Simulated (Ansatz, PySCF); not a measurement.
Breaking the In1–H2 bond in H2IIn (SMILES [InH2][I]) (multiplicity 1 held, fragments rigid). Energies count from the point at 1.714 Å.
Geometry at that point (charge 0, multiplicity 1):
| atom | x (Å) | y (Å) | z (Å) |
|---|---|---|---|
| In | -0.7264 | -1.1355 | 0.1996 |
| H | -0.0696 | -2.1741 | 1.3945 |
| H | -2.1191 | -1.2475 | -0.7931 |
| I | 0.7129 | 1.1144 | -0.1958 |

R- and RO- levels are restricted; in cc, def2 and unpolarised 6-31G sets they are followed outwards from rest. U- levels take the lowest unrestricted solution at each point, which mixes spins at long bonds. Curves can end on different states.

Correlated levels freeze the cores. Filled d and f shells under p-block atoms count as core. Rows in 3-21G carry no dispersion term and start afresh at each structure; the Pople sets are all-electron and without relativity.

The values were computed with Ansatz (Gaussian orbitals); PySCF for 3-21G rows. Values without a source in brackets are computed. In def2 rows elements past Kr take small-core potentials, without spin–orbit coupling.

Problem. One of these levels gives 53.09 kcal/mol for the energy at R = 5.485 Å. Name it.
(A) R-HF/3-21G
(B) R-SCS-MP2/def2-TZVPP
(C) R-B3LYP/def2-TZVPP
(D) U-HF/def2-TZVPP

Solution. D, U-HF/def2-TZVPP. The others give 155.17 (R-HF/3-21G), 103.18 (R-B3LYP/def2-TZVPP), 90.15 (R-SCS-MP2/def2-TZVPP)

Doubts at one or more of the structures used: a restricted determinant that unrestricted orbitals would lower (R-HF/3-21G, R-B3LYP/def2-TZVPP, R-SCS-MP2/def2-TZVPP); a spin-contaminated determinant (U-HF/def2-TZVPP).

Ansatz is an electronic-structure program.
